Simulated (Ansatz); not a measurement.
Geometry optimisation, Ansatz 0.2.0, RKS CAM-B3LYP/def2-SVP.

The input (input.yaml):

```yaml
crystal:
  periodic: [false, false, false]
  atoms:
    - { symbol: C, position_ang: [0.3969, 0.4811, -0.9137] }
    - { symbol: "N", position_ang: [0.2175, -0.7457, -0.2104] }
    - { symbol: B, position_ang: [-0.1451, -0.4896, 1.2477] }
    - { symbol: Cl, position_ang: [-1.658, 0.2615, 1.7456] }
    - { symbol: H, position_ang: [0.6127, 0.3139, -2.0024] }
    - { symbol: H, position_ang: [-0.6081, 1.1116, -0.9115] }
    - { symbol: H, position_ang: [1.1908, 1.1454, -0.4839] }
    - { symbol: H, position_ang: [-0.5409, -1.2551, -0.6313] }
    - { symbol: H, position_ang: [0.6227, -0.8695, 2.1427] }
basis:
  gaussian: { orbitals: def2-SVP }
hamiltonian:
  xc: cam_b3lyp
relax:
  f_tol: 0.02
  max_steps: 50
```

Run as:

```bash
$ ansatz run input.yaml --threads 2 --pin off --max-ram 3072MiB --backend cpu --events-out ev --progress --plain --runs-dir out
```

Where does it end, and by what steps?

The run converged. After 12 steps the energy has fallen by 1.527 eV; Cl4 moved furthest, 1.65 Å.

```json
{"step": "0", "energy less start (eV)": "0.0000", "largest force component (eV/Å)": "2.961", "accepted": "yes"}
{"step": "1", "energy less start (eV)": "-0.2446", "largest force component (eV/Å)": "1.343", "accepted": "yes"}
{"step": "2", "energy less start (eV)": "-0.3611", "largest force component (eV/Å)": "0.751", "accepted": "yes"}
{"step": "3", "energy less start (eV)": "-0.4792", "largest force component (eV/Å)": "1.062", "accepted": "yes"}
{"step": "4", "energy less start (eV)": "-0.6579", "largest force component (eV/Å)": "0.904", "accepted": "yes"}
{"step": "5", "energy less start (eV)": "-0.8644", "largest force component (eV/Å)": "0.811", "accepted": "yes"}
{"step": "6", "energy less start (eV)": "-1.1055", "largest force component (eV/Å)": "0.796", "accepted": "yes"}
{"step": "7", "energy less start (eV)": "-1.2777", "largest force component (eV/Å)": "0.825", "accepted": "yes"}
{"step": "8", "energy less start (eV)": "-1.4230", "largest force component (eV/Å)": "0.590", "accepted": "yes"}
{"step": "9", "energy less start (eV)": "-1.5104", "largest force component (eV/Å)": "0.180", "accepted": "yes"}
{"step": "10", "energy less start (eV)": "-1.5197", "largest force component (eV/Å)": "0.424", "accepted": "yes"}
{"step": "11", "energy less start (eV)": "-1.5268", "largest force component (eV/Å)": "0.027", "accepted": "yes"}
{"step": "12", "energy less start (eV)": "-1.5269", "largest force component (eV/Å)": "0.009", "accepted": "yes"}
```

```xyz
9
Properties=species:S:1:pos:R:3
C 0.508 0.487 -0.974
N -0.407 -0.223 -0.108
B -0.262 -0.426 1.253
Cl -1.503 -1.329 2.145
H 0.897 -0.161 -1.777
H 0.030 1.360 -1.447
H 1.363 0.846 -0.386
H -1.230 -0.599 -0.570
H 0.693 -0.002 1.848
```

Time of the run: 28 s on 2 threads of Arm Neoverse V1 (shared host), peak memory 0.18 GiB.
